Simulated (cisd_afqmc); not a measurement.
Input (AFQMC/CISD/def2-TZVPP; cisd_afqmc is a phaseless AFQMC code with CISD trial states that reads the integrals written by Ansatz):

Ansatz 0.2 input:
```python
import cisd_afqmc

open("ham.yaml", "w").write("""\
crystal:
  periodic: [false, false, false]
  atoms:
    - {symbol: In, position_ang: [-0.00000000, -0.00000000, 0.00000000]}
    - {symbol: Cl, position_ang: [2.24966266, -0.26419577, -0.47557346]}
    - {symbol: Cl, position_ang: [-0.90656015, -0.98240233, 1.88944065]}
    - {symbol: Cl, position_ang: [-1.34310251, 1.24659810, -1.41386719]}
basis:
  gaussian:
    orbitals: def2-TZVPP
magnetization: {spin_polarized: false}
correlation: {method: ccsd, electrons: outside_noble_gas, hamiltonian_folder: ham}
""")
rep = cisd_afqmc.ansatz("ham.yaml")
e_ccsd = rep["correlation"]["coupled_cluster"]["energy"]["hartree"]
out = cisd_afqmc.run("ham", e_ccsd, trial="CISD", walkers=2000, populations=1, threads=12, dt=0.005, steps=40, early=36, settle=10, least=100,
    cut=5e-5, rank_cut=2e-4, target=0.0007, seconds=1500, seed=4, memory=62639, gpu=True)
```

Output:

```
orbitals 152, occupied [12], factors 873 of 1226, rank of the doubles 493 of 1680
E(HF) = -1567.919428
E(CCSD) on the cut factors = -1568.588837, shift to the whole factors -0.000013
Energy of the trial state on the determinant = -1568.588827
  tau behind 10.8 of longer steps, mean of the populations' last blocks
   2.0  -1568.61871
   4.0  -1568.62080
   6.0  -1568.62072
   8.0  -1568.61963
  10.0  -1568.62038
  12.0  -1568.62095
  14.0  -1568.61978
  16.0  -1568.62046
  18.0  -1568.61866
  20.0  -1568.61989
  22.0  -1568.61972
blocks 100 (0 outliers left out), error by blocks joined: 1: 0.00017, 2: 0.00020, 4: 0.00020, 8: 0.00018
E(AFQMC/CISD) = -1568.62010 +/- 0.00020
```
